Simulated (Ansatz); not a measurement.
Start from `CBBOC` and change one atom or group to get `CO[BH][ZnH]`.

Ansatz, PBE0-D4/def2-TZVP geometries, multiplicity 1. Each molecule was computed in one conformer, which needn't be the lowest.

Scalar relativity is left out up to krypton.

```tsv
property	`CBBOC`
HOMO–LUMO gap (B3LYP/def2-TZVPP) / eV	5.72
HOMO–LUMO gap (PBE0/def2-TZVPP) / eV	6.09
HOMO energy (PBE/def2-TZVPP) / eV	-5.98
zero-point energy (PBE0-D4/def2-TZVP) / kJ/mol	271.9
ideal-gas entropy at 298 K and 1 bar (rigid rotor, harmonic PBE0-D4/def2-TZVP) / J/(mol·K)	357
LUMO energy (PBE0/def2-TZVPP) / eV	-1.25
```

Task: Give the same properties after the change, and the shifts. (Best estimate.)

Result: The calculation gave: 
```csv
property,`CO[BH][ZnH]`,shift
HOMO–LUMO gap (B3LYP/def2-TZVPP) / eV,4.80,-0.92
HOMO–LUMO gap (PBE0/def2-TZVPP) / eV,5.20,-0.89
HOMO energy (PBE/def2-TZVPP) / eV,-5.47,0.51
zero-point energy (PBE0-D4/def2-TZVP) / kJ/mol,160.9,-111.0
"ideal-gas entropy at 298 K and 1 bar (rigid rotor, harmonic PBE0-D4/def2-TZVP) / J/(mol·K)",325,-32
LUMO energy (PBE0/def2-TZVPP) / eV,-1.36,-0.11
```

With PBE0 the HOMO rises by 0.78 eV and the LUMO falls by 0.11 eV, so the gap narrows by about 0.89 eV. PBE moves the HOMO by 0.51 eV and ωB97M-V by 0.93 eV. The zero-point energy changes by -111.0 kJ/mol with -12 modes.

B3LYP here is the variant with VWN-RPA as its local correlation; programs differ in this.
